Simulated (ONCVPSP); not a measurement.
# u(r) = r·R(r): atom against pseudo-atom (Li (Z = 3))

Columns: radius, all-electron u(r) and pseudo u(r) of the 2p shell (level -1.38 eV) of lithium in the configuration [He] 2s0.5 2p0.5; LDA (Perdew-Wang 92), scalar-relativistic, ONCV scheme, ONCVPSP 4.0.1.

```tsv
r (bohr)	all-electron	pseudo
0.200	0.0150	0.0055
0.400	0.0469	0.0214
0.600	0.0854	0.0462
0.800	0.1256	0.0785
1.000	0.1649	0.1168
1.200	0.2020	0.1595
1.400	0.2366	0.2042
1.600	0.2684	0.2481
1.800	0.2974	0.2887
2.000	0.3235	0.3250
2.200	0.3467	0.3564
2.400	0.3670	0.3829
2.600	0.3842	0.4035
2.800	0.3985	0.4175
3.000	0.4099	0.4250
3.200	0.4185	0.4279
3.400	0.4246	0.4288
3.600	0.4284	0.4294
3.800	0.4299	0.4300
4.000	0.4294	0.4294
4.200	0.4271	0.4271
4.400	0.4232	0.4232
4.600	0.4178	0.4178
4.800	0.4112	0.4112
5.000	0.4035	0.4035
5.200	0.3949	0.3949
```

How many radial nodes do the two functions have?

The all-electron 2p function has n − l − 1 = 0; the pseudo-wave has 0.

At about which radius was the pseudo-wave matched?

4.00 bohr, where the columns begin to agree (steps of 0.20 bohr).

Is the pseudo-wave norm-conserving?

Yes: the ONCV scheme keeps the norm inside the radius equal to the all-electron one, which fixes the energy derivative of the logarithmic derivative at the level.
